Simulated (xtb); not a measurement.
H$_{2}$AlO$_{2}$, doublet, from a rough starting geometry (GFN-xTB shapes and energies of metal compounds can be far from the true ones) (the spin is typed, not shown lowest); GFN2-xTB (xtb).

Here is a job for xtb.
```
$ xtb mol.xyz --gfn 2 --uhf 1 --opt vtight --json

# file mol.xyz
5

Al     0.03759416    -0.49657329    -0.01556449
O      1.19648121     0.14573962    -1.04826368
H      1.86185481     0.62755093    -1.58070177
O     -1.20930775    -0.27420208     1.04167208
H     -1.86191441     0.00111484     1.69326280
```

What the program printed (banner, timings and long lists left out):

```
   ID    Z sym.   atoms
    1   13 Al     1
    2    8 O      2, 4
    3    1 H      3, 5

           -------------------------------------------------
          |                Calculation Setup                |
           -------------------------------------------------

           -------------------------------------------------
          |                 G F N 2 - x T B                 |
           -------------------------------------------------

          ...................................................
          :                      SETUP                      :
          :.................................................:
          :  # basis functions                  20          :
          :  # atomic orbitals                  19          :
          :  # shells                            9          :
          :  # electrons                        17          :
          :  max. iterations                   250          :
          :  Hamiltonian                  GFN2-xTB          :
          :  restarted?                      false          :
          :  GBSA solvation                  false          :
          :  PC potential                    false          :
          :  electronic temp.          300.0000000     K    :
          :  accuracy                    1.0000000          :
          :  -> integral cutoff          0.2500000E+02      :
          :  -> integral neglect         0.1000000E-07      :
          :  -> SCF convergence          0.1000000E-05 Eh   :
          :  -> wf. convergence          0.1000000E-03 e    :
          :  Broyden damping             0.4000000          :
          :  net charge                          0          :
          :  unpaired electrons                  1          :
          ...................................................

 iter      E             dE          RMSdq      gap      omega  full diag
   1    -10.3486126 -0.103486E+02  0.133E+01    3.35       0.0  T
   2    -10.3574289 -0.881628E-02  0.618E+00    3.99       1.0  T
   3    -10.3599386 -0.250974E-02  0.289E+00    4.78       1.0  T
   4    -10.3606450 -0.706342E-03  0.117E+00    4.93       1.0  T
   5    -10.3608773 -0.232323E-03  0.386E-01    4.90       1.0  T
   6    -10.3609194 -0.421161E-04  0.150E-01    4.83       1.0  T
   7    -10.3609252 -0.578715E-05  0.670E-02    4.82       1.0  T
   8    -10.3609254 -0.179244E-06  0.227E-02    4.82       2.0  T
   9    -10.3609255 -0.167395E-06  0.260E-03    4.82      17.2  T
[...]
 * total energy  :   -10.3014293 Eh     change       -0.1372390E-03 Eh
 * total energy  :   -10.3015118 Eh     change       -0.8251274E-04 Eh
 * total energy  :   -10.3015521 Eh     change       -0.4032998E-04 Eh
 * total energy  :   -10.3016007 Eh     change       -0.4854771E-04 Eh
 * total energy  :   -10.3016328 Eh     change       -0.3211213E-04 Eh
 * total energy  :   -10.3016595 Eh     change       -0.2666260E-04 Eh
 * total energy  :   -10.3016681 Eh     change       -0.8671722E-05 Eh
 * total energy  :   -10.3016687 Eh     change       -0.5316311E-06 Eh
 * total energy  :   -10.3016689 Eh     change       -0.2213004E-06 Eh
 * total energy  :   -10.3016692 Eh     change       -0.2939951E-06 Eh
 * total energy  :   -10.3016693 Eh     change       -0.1721439E-06 Eh
 * total energy  :   -10.3016694 Eh     change       -0.9333473E-07 Eh
   *** GEOMETRY OPTIMIZATION CONVERGED AFTER 14 ITERATIONS ***
         :: total energy             -10.301669440845 Eh    ::
[...]
        18                          0.7160418              19.4845
        19                          1.0879874              29.6056
      -------------------------------------------------------------
                  HL-Gap            0.1774747 Eh            4.8293 eV
             Fermi-level           -0.2990277 Eh           -8.1370 eV

     #   Z          covCN         q      C6AA      α(0)
     1  13 Al       1.470     0.366   208.163    35.740
     2   8 O        1.541    -0.479    22.536     6.404
     3   1 H        0.806     0.297     0.731     1.343
     4   8 O        1.541    -0.479    22.537     6.404
     5   1 H        0.806     0.297     0.731     1.343

 Mol. C6AA /au·bohr⁶  :        610.243687
 Mol. C8AA /au·bohr⁸  :      34041.106927
 Mol. α(0) /au        :         51.233857

Wiberg/Mayer (AO) data.
largest (>0.10) Wiberg bond orders for each atom

 ---------------------------------------------------------------------------
     #   Z sym  total        # sym  WBO       # sym  WBO       # sym  WBO
 ---------------------------------------------------------------------------
     1  13 Al   2.863 --     2 O    1.387     4 O    1.387
     2   8 O    2.271 --     1 Al   1.387     3 H    0.862
     3   1 H    0.911 --     2 O    0.862
     4   8 O    2.271 --     1 Al   1.387     5 H    0.862
     5   1 H    0.911 --     4 O    0.862
 ---------------------------------------------------------------------------

Topologies differ in total number of bonds
Writing topology from bond orders to xtbtopo.mol

molecular dipole:
                 x           y           z       tot (Debye)
 q only:       -0.004       0.036       0.003
   full:       -0.006       0.108       0.016       0.279
molecular quadrupole (traceless):
                xx          xy          yy          xz          yz          zz
 q only:        1.258       0.648      -1.751      -3.304      -0.473       0.493
  q+dip:        2.174       1.062      -3.023      -5.432      -0.802       0.849
   full:        1.508       0.732      -2.188      -3.691      -0.598       0.679

optimized geometry written to: xtbopt.xyz

           -------------------------------------------------
          | TOTAL ENERGY              -10.301669440845 Eh   |
          | GRADIENT NORM               0.000454599472 Eh/α |
          | HOMO-LUMO GAP               4.829331150401 eV   |
           -------------------------------------------------

normal termination of xtb
```
